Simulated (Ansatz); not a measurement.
`BPB(F)Cl` and `CSB(F)Cl` differ in one atom or group.

Ansatz, PBE0-D4/def2-TZVP geometries, multiplicity 1. Each molecule was computed in one conformer, which needn't be the lowest.

| property | `BPB(F)Cl` |
| --- | --- |
| LUMO energy (ωB97M-V/def2-TZVPP) / eV | -0.03 |
| HOMO–LUMO gap (PBE0/def2-TZVPP) / eV | 5.82 |
| HOMO energy (PBE0/def2-TZVPP) / eV | -7.82 |
| zero-point energy (PBE0-D4/def2-TZVP) / kJ/mol | 102.6 |
| size of the dipole moment (ωB97M-V/def2-TZVPP) / D | 0.90 |
| LUMO energy (B3LYP/def2-TZVPP) / eV | -2.17 |

Q: Give the same properties after the change, and the shifts. (Estimate.)

A: Ansatz gave: 
```tsv
property	`CSB(F)Cl`	shift
LUMO energy (ωB97M-V/def2-TZVPP) / eV	1.59	1.62
HOMO–LUMO gap (PBE0/def2-TZVPP) / eV	7.24	1.42
HOMO energy (PBE0/def2-TZVPP) / eV	-7.73	0.09
zero-point energy (PBE0-D4/def2-TZVP) / kJ/mol	124.4	21.8
size of the dipole moment (ωB97M-V/def2-TZVPP) / D	2.10	1.20
LUMO energy (B3LYP/def2-TZVPP) / eV	-0.69	1.48
```

With PBE0 the HOMO rises by 0.09 eV and the LUMO rises by 1.51 eV, so the gap widens by about 1.42 eV. PBE moves the HOMO by 0.30 eV and ωB97M-V by -0.03 eV. Dipoles are sizes alone; their direction can turn.

B3LYP here is the variant with VWN-RPA as its local correlation; programs differ in this.
